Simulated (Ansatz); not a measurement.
Zn₃SeF₄, relaxed as a singlet with RKS r2SCAN-D4/def2-SVP in Ansatz, starting from the GFN1-xTB geometry. Force threshold 0.02 eV/Å.

The structure comes from a short search, and lower isomers may exist.

Start:

Cartesian coordinates in Å:
```
Zn 1.2671 0.2721 1.4582
Zn -1.5267 -0.9384 -0.7726
Zn 0.4203 1.0126 -1.0734
Se 0.7359 -1.1186 -0.3135
F -1.3680 0.9114 -1.5334
F 2.1385 0.0154 2.8797
F -2.7086 -2.1137 -1.0312
F 1.0415 1.9592 0.3862
```

**Question.** Estimate the energy that the relaxation releases and the steps that it takes.

**Answer.** 46.5 kJ/mol, in 8 steps; 17 s on 4 threads of Intel Xeon 6975P-C on a shared host. No frequencies were taken in this run, so the end may be a saddle point.

**Question.** Does the start keep its bonding and symmetry?

**Answer.** By distances, no bond broke or formed. The bond that changes most is Zn3–Se4, from 2.28 to 2.39 Å (atoms count from 1). Point group Cs at the start, Cs at the end, both within 0.05 Å.

**Question.** Predict the relaxed structure.

**Answer.** 
Cartesian coordinates in Å:
```
Zn 1.398 0.152 1.354
Zn -1.382 -1.063 -0.879
Zn 0.371 1.086 -1.052
Se 1.013 -1.180 -0.619
F -1.422 0.846 -1.529
F 1.861 0.154 3.043
F -2.902 -1.927 -0.784
F 1.063 1.931 0.466
```
Bond lengths (bridged metal pairs left out): 6 × F–Zn 1.75 to 2.02 Å; 3 × Se–Zn 2.39 to 2.41 Å.
